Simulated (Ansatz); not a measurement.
Saddle point of C₂H₇Ga, singlet (C₂H₇Ga ([CH3][GaH][CH3]) → CH₃Ga ([CH2][GaH]) + CH₄; bonds formed: C2–H4; bonds broken: Ga1–C2, C3–H4), PBE0-D4/def2-TZVP structure:

Ga1  (-1.245, 0.195, -0.059)
C2  (0.865, 0.919, 0.284)
C3  (-0.536, -1.515, -0.244)
H4  (0.452, -0.291, -0.304)
H5  (-2.066, 1.381, -0.636)
H6  (1.867, 0.533, 0.067)
H7  (0.767, 1.847, -0.282)
H8  (0.840, 1.129, 1.355)
H9  (0.058, -1.862, 0.603)
H10  (-1.003, -2.336, -0.785)
(Å)

Energies are electronic, without zero-point energy. Barriers and step energies count from the start structure reached by relaxing down the imaginary mode; all methods use the PBE0-D4 structures, on which another method's saddle can fall below an end. Computed with Ansatz 0.2.0 (basis: def2-TZVPP, with def2-QZVPP for the basis limit); correlated methods freeze the cores. Filled d shells of the heavier atoms are correlated. The def2 sets are not built for correlating such inner shells, so the correlated values are less sure here. B3LYP uses VWN-RPA correlation. Extrapolation: Hartree–Fock as exp(−7.88 √X), correlation as X^−2.97.

```
      method  barrier (kJ/mol)  step energy (kJ/mol)
       SPW92             284.1                 204.0
      PBE-D4             302.3                 194.9
     BLYP-D4             311.8                 182.5
   r2SCAN-D4             321.3                 204.7
      B97M-V             332.2                 203.2
     PBE0-D4             331.7                 214.5
    B3LYP-D4             335.2                 199.7
  r2SCAN0-D4             342.1                 218.5
    BHLYP-D4             369.1                 219.8
CAM-B3LYP-D4                 ?                 212.7
     wB97X-V                 ?                 222.1
     wB97M-V             347.6                 212.5
      B2PLYP             340.9                 202.8
    PBE-QIDH                 ?                 223.6
  RPA on PBE             336.3                 201.8
          HF             423.6                 233.3
         MP2             339.4                 210.2
        CCSD             359.4                 214.1
     CCSD(T)             342.4                 207.0
```

(1) Fill in the withheld barriers. (To be estimated.)

The T1 diagnostic stays at or below 0.016. The restricted Hartree–Fock reference is unstable towards an unrestricted one at one or more of these structures. The start structure is not quite a true minimum (one mode of 26i cm⁻¹).

## Answers

(1) The calculation gives: PBE-QIDH 349.2; wB97X-V 358.5; CAM-B3LYP-D4 351.9 kJ/mol. Each is the energy of the saddle less that of the start structure, by the same method.

For comparison, the barrier by CCSD(T) at an estimated basis limit (MP2 extrapolated from triple and quadruple zeta, plus CCSD(T) − MP2 in triple zeta) is 338.5 kJ/mol.

Labels in which every atom is bracketed show which atoms are joined, not bond orders.

For scale, one of the runs: CCSD(T)/def2-TZVPP, 208 basis functions, launched by `ansatz run in.yaml --threads 4 --pin off --events-out ev --progress --plain --max-ram 9574MiB`. Hardware: 4 CPU threads of an Arm Neoverse V2, shared host. Wall time 66 s; peak host memory 2.8 GiB.
